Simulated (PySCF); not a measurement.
# One change at a time: excitation energies

Method used: TDDFT PBE0/def2-SVPD, vertical, gas phase, core orbitals frozen in the response, def2 core potentials past Kr (PySCF). Geometries: PBE0-D3(BJ)/def2-SVP; one conformer of each isolated species. Triplets are in the Tamm–Dancoff approximation. 'Strongest' means the level of largest summed f among the lowest 10 singlets; it needn't be the same kind of state in each. Atoms past krypton carry core potentials; spin–orbit coupling is left out.

Parent: Mo(CMe)Cl3 (`C[C]#[Mo]([Cl])([Cl])[Cl]`), with lowest singlet excitation energy 2.61 eV, S1–T1 gap 0.34 eV, energy of the strongest computed level 4.98 eV, LUMO energy -3.27 eV, lowest triplet energy 2.28 eV, mean static polarisability 109.7 au. Its spectrum: 475 nm (f 0.000); 451 nm (f 0.005); 431 nm (f 0.001 summed over 2 states); 259 nm (f 0.001); 258 nm (f 0.001).

Question: Order the derivatives by their lowest singlet excitation, lowest first, with the shift from the parent.
A. ligand (all three): Cl to NH2: `C[C]#[Mo]([NH2])([NH2])[NH2]`
B. ligand (all three): Cl to OMe: `C[C]#[Mo]([O]C)([O]C)[O]C`
C. ligand (all three): Cl to F: `C[C]#[Mo]([F])([F])[F]`

Answer: C (shift +0.79 eV), B (shift +1.57 eV), A (shift +1.74 eV).

| change | SMILES | Δ S1 (eV) | Δ S1−T1 (eV) | Δ strongest (eV) | Δ LUMO (eV) | Δ T1 (eV) | Δ α (au) |
| --- | --- | --- | --- | --- | --- | --- | --- |
| ligand (all three): Cl to F | C[C]#[Mo]([F])([F])[F] | +0.79 | +0.24 | +0.15 | +1.13 | +0.56 | -47.8 |
| ligand (all three): Cl to OMe | C[C]#[Mo]([O]C)([O]C)[O]C | +1.57 | +0.35 | +0.07 | +2.85 | +1.22 | +11.1 |
| ligand (all three): Cl to NH2 | C[C]#[Mo]([NH2])([NH2])[NH2] | +1.74 | +0.49 | +0.28 | +3.24 | +1.25 | -12.8 |

All changes raise S1, and it rises most with ligand (all three): Cl to NH2 (+1.74 eV). S1 is simply the lowest singlet of each species and needn't be the same kind of state throughout.
